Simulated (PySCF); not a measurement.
Dipole response of As²⁺ (arsenic, charge +2)

[Ar] 3d10 4s2 4p1, 2P determinant. Computed with PySCF 2.14 in ANO-RCC-VTZP, with scalar relativity by spin-free X2C-1e. Coupled (time-dependent) response in atomic units; α is the mean over directions. The basis has no added diffuse functions, which lowers α and C₆.

```json
{"method": "UHF", "mean α (bohr³)": "10.88", "α xx, yy, zz": "10.90, 10.84, 10.90", "C₆ (like pair)": "47.46", "S(−4)": "41.41"}
{"method": "PBE", "mean α (bohr³)": "10.13", "α xx, yy, zz": "9.983, 10.42, 9.983", "C₆ (like pair)": "43.01", "S(−4)": "35.23"}
{"method": "PBE0", "mean α (bohr³)": "10.28", "α xx, yy, zz": "10.20, 10.45, 10.20", "C₆ (like pair)": "43.90", "S(−4)": "36.31"}
{"method": "M06", "mean α (bohr³)": "9.477", "α xx, yy, zz": "9.304, 9.825, 9.304", "C₆ (like pair)": "38.39", "S(−4)": "31.96"}
{"method": "wB97M-V", "mean α (bohr³)": "10.23", "α xx, yy, zz": "10.19, 10.30, 10.19", "C₆ (like pair)": "43.23", "S(−4)": "36.60"}
```

S(−4) is the Cauchy moment in α(ω) = α(0) + S(−4) ω² + …

Spin-orbit coupling is absent.

α(iu) at PBE:

```
u (hartree)  α(iu) (bohr³)
          0          10.13
     0.0500          10.04
      0.100          9.790
      0.200          8.902
      0.300          7.747
      0.500          5.529
      0.750          3.620
       1.00          2.495
       1.50          1.382
       2.00         0.8811
       3.00         0.4513
       5.00         0.1837
```

A single London oscillator, α(iu) = α/(1 + u²/ω²), gives C₆ = (3/4) ω α². Matching the computed C₆ needs ω = 4 × 43.01 / (3 × 10.13²) = 0.559 hartree.

For an ion, C₆ is the dispersion term alone; charge-induced terms of lower order in 1/R come first.

The components differ because the open shell of this determinant is not spherical; for a pure term their mean is the scalar polarisability.
